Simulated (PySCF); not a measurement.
[OsO3Cl]− at several levels of theory

Computed with PySCF 2.14.0 (density fitting, no spin-orbit coupling) at the geometry relaxed with B3LYP:

```xyz
5
[OsO3Cl]− (triplet)
Os    0.1543   -0.1970    0.0544
O     0.9646    1.0719    0.9832
O    -1.1695   -0.9830    0.9255
O     1.2041   -1.2604   -0.8325
Cl   -1.3144    1.3540   -1.0452
```

```
level                                               basis    state  HOMO (eV)  gap (eV)  charge on Os1 (e)  dipole about the centre of mass (D)  largest force component (eV/Å)
B3LYP     Os def2-SVP with ECP60, O def2-SVP, Cl def2-SVP  triplet      -0.88      2.83               0.79                                 1.02                            0.03
  PBE                                            the same  triplet       0.70      0.74               0.64                                 1.05                            0.38
 PBE0                                            the same  triplet      -1.30      3.33               0.84                                 1.08                            0.52
   HF                                            the same  triplet      -5.37     11.71               1.19                                 0.83                            1.39
M06-L                                            the same  triplet       0.28      0.98               1.02                                 1.28                            0.14
B3LYP  Os def2-TZVP with ECP60, O def2-TZVP, Cl def2-TZVP  triplet      -1.28      2.82               1.22                                 1.19                            0.18
```

HOMO and gap are taken over both spins. Charges are Mulliken's, which hang on the basis. The relaxation used the grid (50, 194), these runs (75, 302) or, all-electron (x2c bases, spin-free X2C Hamiltonian), (99, 590).

Question: What does B3LYP with Os x2c-SVPall, O x2c-SVPall, Cl x2c-SVPall give here?

Answer: state triplet, HOMO (eV) -1.13, gap (eV) 2.83, charge on Os1 (e) 0.46, dipole about the centre of mass (D) 0.86, largest force component (eV/Å) 0.52. Time: 40 s on 2 threads of Arm Neoverse V1 (shared host), from free ions and atoms.

Open shells may have lower solutions than the one found.

The highest filled level of some runs lies above zero, as often for anions with such functionals and bases.
